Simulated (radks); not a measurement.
Question: Species: Gd27+. Configuration: [Kr] 4d1. Calculated with a radial shooting solver on a logarithmic mesh with Libxc functionals: scalar-relativistic Kohn-Sham, PBE, spin-polarised, spherical densities, finite nucleus; open shells are filled with parallel spins first (spin-orbit coupling, left out, can overturn this in heavy ions); Fermi nuclear charge, rms radius 5.1569 fm. Some entries of the table are withheld. Estimate them.

| orbital | occ. | eigenvalue (eV) | <r> (bohr) |
|---|---|---|---|
| 1s up | 1 | -51007.56 | 0.02191 |
| 1s down | 1 | -51007.56 | 0.02191 |
| 2s up | 1 | -9184.623 | 0.09323 |
| 2s down | 1 | -9183.762 | 0.09323 |
| 2p up | 3 | -8275.500 | 0.08231 |
| 2p down | 3 | -8274.820 | 0.08231 |
| 3s up | 1 | -2714.110 | 0.2424 |
| 3s down | 1 | -2713.676 | 0.2423 |
| 3p up | 3 | -2432.188 | 0.2404 |
| 3p down | 3 | -2431.700 | 0.2404 |
| 3d up | 5 | -2065.666 | 0.2179 |
| 3d down | 5 | -2064.933 | 0.2179 |
| 4s up | 1 | -1154.315 | 0.5071 |
| 4s down | 1 | -1151.679 | 0.5071 |
| 4p up | 3 | -1051.851 | 0.5221 |
| 4p down | 3 | -1049.242 | 0.5223 |
| 4d up | 1 | -913.8637 | (1) |
| 4d down | 0 | -911.2951 | (2) |
| 5s up | 0 | -632.7554 | 0.8933 |
| 5s down | 0 | -631.5626 | 0.8940 |
| 5p up | 0 | -587.7385 | 0.9267 |
| 5p down | 0 | -586.5916 | 0.9274 |

Answer: 
(1) 4d up <r> (bohr): 0.5287
(2) 4d down <r> (bohr): 0.5289
